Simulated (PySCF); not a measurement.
# Molecular orbitals of GdH

CAM-B3LYP at R = 1.945 Å; PySCF, spin-free X2C with a Gaussian nucleus, basis sets Gd x2c-SVPall, H x2c-SVPall. State: octet, about 7.1 electrons in the 4f shell (Mulliken). Only the outer orbitals are listed, counted within each symmetry.

```csv
spin,orbital,occ.,ε (eV),on Gd (%),main shells (%)
α,13σ,1,-8.72,45,"55 H s, 22 Gd d, 17 Gd s"
α,14σ,1,-5.52,99,"71 Gd s, 24 Gd d"
α,4δ,0,-0.63,100,100 Gd d
α,4δ,0,-0.63,100,100 Gd d
α,8π,0,-0.51,100,93 Gd d
β,12σ,1,-8.72,40,"60 H s, 17 Gd d, 16 Gd s"
β,13σ,1,-5.22,99,"73 Gd s, 12 Gd d"
β,14σ,0,-0.12,101,87 Gd f
β,7π,0,-0.03,100,"82 Gd d, 15 Gd p"
β,7π,0,-0.03,100,"82 Gd d, 15 Gd p"
```

Which are the highest filled and the lowest empty level, where do they sit, and how wide is the gap?

Highest filled β 13σ at -5.22 eV (in %: 73 Gd s, 12 Gd d); lowest empty α 4δ at -0.63 eV (in %: 100 Gd d); the gap at CAM-B3LYP is 4.59 eV.

- bond order (Mayer): 0.94
- ⟨S²⟩: 15.774
- charge on Gd (Mulliken, basis-dependent): 0.19
- charge on Gd (Löwdin, basis-dependent): 0.17
- dipole moment (positive dipole means Gd(−)H(+)): -2.10 D
- polarisability along the bond: 92.1 bohr³
- polarisability across the bond: 113.5 bohr³

Shares are Mulliken populations and can fall outside 0 to 100 %.

Spin–orbit coupling is left out. The state is the lowest single determinant that the PBE0 search found; with open d or f shells the true ground state can be another one.
